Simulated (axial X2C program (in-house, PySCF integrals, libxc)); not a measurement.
# Correcting the dissociation energy of InSb for spin–orbit coupling

A spin-free PBE0 curve (one-electron X2C) was computed with an axial X2C code built on PySCF integrals, basis Sb dyall-cv3z [11s12p8d4f1g], In dyall-cv3z [11s12p9d4f1g] (cores contracted in-house), for the state M_S = 1, Λ = 0 (beyond evenly filled blocks: π+α, π-α). It gives D0 = 1.715 eV to Sb + In, which in a spin-free picture are the weighted means of the ground terms.

Measured levels of the ground terms (NIST Handbook of Basic Atomic Spectroscopic Data), in cm⁻¹: Sb 4S: J = 3/2 at 0; In 2P: J = 1/2 at 0, J = 3/2 at 2212.6.

The molecular state has Λ = 0, so it has no first-order lowering.

(1) How far does each ground level lie under the (2J+1)-weighted mean of its term?

(2) Correct D0.

Second-order spin–orbit effects in the molecule, which grow quickly with Z, are left out. One determinant describes the state; a PBE0 search over occupations chose it and may have missed a lower one. Dissociation energies refer to the lowest single-determinant-based atoms at the same level and basis. PBE0 can misorder states that lie within some tenths of an eV, so this need not be the ground state of the molecule. The nearest other spin-free determinant of the search, M_S = 1, Λ = 1, lies 0.41 eV up at the distance of the search.

Results:

(1) Sb: a single level, 0; In: (2 × 0 + 4 × 2212.6)/6 = 1475 cm⁻¹.

(2) D0 = 1.715 + (0 − 1475)/8065.5 = 1.532 eV at PBE0 with these spin–orbit terms.
